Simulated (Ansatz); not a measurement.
```yaml
crystal:
  periodic: [true, true, true]
  atoms:
    - {symbol: C, position_ang: [-0.777560, 0.706028, -0.121250]}
    - {symbol: B, position_ang: [0.379147, -0.397427, -0.058943]}
    - {symbol: N, position_ang: [0.692204, -1.278216, 0.490668]}
    - {symbol: O, position_ang: [1.182629, -0.031782, -0.962879]}
    - {symbol: H, position_ang: [-1.477427, 0.441045, -1.111179]}
    - {symbol: H, position_ang: [-1.870545, 0.302679, 0.804081]}
    - {symbol: H, position_ang: [-0.851075, 1.930097, -0.032603]}
    - {symbol: H, position_ang: [1.356940, -1.728935, 0.987411]}
    - {symbol: H, position_ang: [0.022473, -1.092062, 1.549138]}
    - {symbol: H, position_ang: [1.257841, 0.833127, -1.637371]}
basis:
  gaussian: {orbitals: 6-31G, fitting: {mean_field: cc-pVTZ-jkfit}, final_grid: {core_spheres: 8, valence_spheres: 7, degree: 23}}
hamiltonian: {xc: {name: CAM-B3LYP}}
output: {forces: true}
```

```sh
$ ansatz run in.yaml --threads 2 --pin off --events-out ev --progress --plain --max-ram 32768MiB --backend cpu
```

Shortened log:

```
Error: YAML parse error: error: line 2 column 3: crystal: missing field `lattice` (a structure is typed as `lattice` and `atoms`, a molecule's as `atoms` in Å alone, or read from a run's directory, `checkpoint`)
 --> <input>:2:3
1 | crystal:
2 |   periodic: [true, true, true]
3 |   atoms:
4 |     - {symbol: C, position_ang: [-0.777560, 0.706028, -0.121250]}
```

(1) Something in this input is off. What?

Results:

(1) The molecule is marked periodic without a cell. The program refused the input.
